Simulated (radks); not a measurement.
Problem. These are the eigenvalues of the occupied orbitals of an atom or ion with whole-number occupations (eV). All-electron calculation, scalar-relativistic Kohn-Sham, exchange-only LDA, spin-polarised, spherical densities, finite nucleus; Fermi nuclear charge, rms radius of each element as measured or else 0.836 A^(1/3) + 0.57 fm. Program: a radial shooting solver on a logarithmic mesh with Libxc functionals.

| orbital | eigenvalue |
|---|---|
| 1s up | -13332.14 |
| 1s down | -13331.96 |
| 2s up | -1766.993 |
| 2s down | -1766.881 |
| 2p up | -1564.383 |
| 2p down | -1564.217 |
| 3s up | -273.6413 |
| 3s down | -273.3818 |
| 3p up | -209.6709 |
| 3p down | -209.3692 |
| 3d up | -103.4467 |
| 3d down | -103.0365 |
| 4s up | -54.1317 |
| 4s down | -51.2683 |
| 4p up | -39.9026 |

Which element is it, and in what charge state? The configuration may be excited. Open shells, if any, are filled with parallel spins first.

Solution. Z = 35, bromine, charge +3: Br3+ in [Ar] 3d10 4s2 4p2. The list shows which subshells hold electrons but not how many an open one holds; the 1s level, -489.95 hartree, gives Z - s = 31.3 by -(Z - s)^2/2, which with screening and relativity narrows Z to a few neighbours, and the depths of the outer levels then fix element, charge and occupations together.
